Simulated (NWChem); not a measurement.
# Correlation energy of Cl$_{2}$Te

```
Te
Cl 1 2.3598
Cl 1 2.3598 2 100.18
```
Charge 0, spin multiplicity 1.

The numbers come from NWChem runs, not from measurements. All single points use one geometry, from PBE0/def2-SVP with def2 effective core potentials on Te, a minimum by its harmonic frequencies.

Basis set: def2-SVP. Each correlation energy counts from its own Hartree-Fock reference.

| method | correlation energy (mHa) | difference from CCSD(T) |
|---|---|---|
| MP2 | -374.8 | +43.4 |
| SCS-MP2 | -361.4 | +56.8 |
| CR-CCSD[T] | -416.1 | +2.2 |
| CR-CCSD(T) | -415.8 | +2.4 |
| CCSD | -407.6 | +10.7 |
| CCSD+T(CCSD) | -418.6 | -0.3 |
| CCSD(T) | -418.2 | 0.0 |

The values span 57.1 mHa, from CCSD+T(CCSD) (lowest) to SCS-MP2 (highest). 

Effective core potentials replace the inner electrons of Te; spin-orbit coupling is left out. The correlated methods keep 14 core orbitals frozen. The structure started from a generated list of species. Differences from the coupled-cluster row are differences between methods, not errors against experiment.
